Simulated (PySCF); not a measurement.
**Working out the excitation energy of Cl²⁺**

Cl²⁺ [Ne] 3s2 3p3 (4S) → Cl²⁺ [Ne] 3s2 3p2 3d1 (high-spin determinant). Computed with PySCF 2.14 in aug-cc-pV(T+d)Z (6s5p4d2f, 55 functions), with the non-relativistic Hamiltonian (point nucleus). Frozen: [Ne]. Energies in hartree (1 hartree = 27.21139 eV):

```
            part  Cl²⁺ (lower)  Cl²⁺ (upper)
             UHF   -458.223120   -457.505289
CCSD correlation     -0.117574     -0.137771
             (T)     -0.003396     -0.018990
```

Q: What does Hartree-Fock give?

A: (-457.505289) − (-458.223120) = 0.717831 hartree = 19.533 eV.

Q: What do CCSD and CCSD(T) give?

A: The CCSD correlation energies differ by -0.020197 hartree = -0.550 eV and the triples by -0.015594 hartree = -0.424 eV, so CCSD gives 18.983 eV and CCSD(T) 18.559 eV.

One determinant mixes LS terms, so it does not stand for a single term.

The coupled-cluster amplitudes are large, so a single reference is strained.
